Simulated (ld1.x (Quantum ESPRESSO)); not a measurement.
Cutoff test, osmium (Os), TM

```
Element                 : Os (Z = 76)
Generator               : ld1.x (Quantum ESPRESSO) 7.5
Type                    : norm-conserving Troullier–Martins (Kleinman–Bylander form)
Functional              : LDA (PZ)
Relativity              : scalar-relativistic
Frozen core             : [Kr] 4d10 4f14 5s2
Valence charge          : 14
Reference configuration : 5p6 5d6 6s0.5 6p0 (charge +1.5)
Partial waves           : 5p (bound): rc 1.25 bohr; 5d (bound): rc 2.20 bohr; 6s (bound): rc 2.10 bohr
Local potential         : the s channel
Core correction         : a·sin(br)/r model core inside 1.20 bohr
```

The pseudo-atom Hamiltonian at the reference potential is diagonalised in spherical Bessel functions j_l(qr) that vanish at 20 bohr, with q² up to the cutoff. All-electron valence levels (Ry): 5p -4.6780, 6p -0.7766, 5d -1.3759, 6s -1.2693.

Task: How do the lowest levels (Ry) of each channel move with the cutoff, and are there ghosts?

Result:

```tsv
cutoff (Ry)	p #1	p #2	p #3	d #1	d #2	s #1	s #2	f #1	f #2	Σ f·Δε (mRy)
8	-3.4023	-0.6433	-0.2403	-0.7579	-0.2455	-1.2553	-0.3928	-0.1632	-0.0667	11369.1
12	-4.2147	-0.6884	-0.2501	-0.9901	-0.2800	-1.2606	-0.3938	-0.1632	-0.0668	5099.0
21	-4.4995	-0.6939	-0.2512	-1.3221	-0.3097	-1.2678	-0.3957	-0.1633	-0.0669	1394.6
30	-4.5291	-0.6951	-0.2515	-1.3710	-0.3124	-1.2684	-0.3958	-0.1633	-0.0669	922.9
45	-4.6381	-0.6968	-0.2518	-1.3758	-0.3126	-1.2691	-0.3960	-0.1633	-0.0669	240.4
55	-4.6644	-0.6974	-0.2519	-1.3758	-0.3126	-1.2692	-0.3960	-0.1633	-0.0669	82.2
70	-4.6725	-0.6977	-0.2520	-1.3759	-0.3126	-1.2693	-0.3960	-0.1633	-0.0669	33.5
100	-4.6754	-0.6978	-0.2520	-1.3759	-0.3126	-1.2693	-0.3960	-0.1633	-0.0669	16.0
120	-4.6774	-0.6979	-0.2520	-1.3759	-0.3126	-1.2693	-0.3960	-0.1633	-0.0669	3.7
180	-4.6779	-0.6979	-0.2520	-1.3759	-0.3126	-1.2693	-0.3960	-0.1633	-0.0669	0.7
230	-4.6780	-0.6979	-0.2520	-1.3759	-0.3126	-1.2693	-0.3960	-0.1633	-0.0669	0.1
400	-4.6780	-0.6979	-0.2520	-1.3759	-0.3126	-1.2693	-0.3960	-0.1633	-0.0669	0.0
```

Result: no extra level below or beside the all-electron valence levels (p, d, s, f tested); 10 mRy is reached at 110 Ry and 1 mRy at 180 Ry.

Its largest configuration-test error is -369 meV.
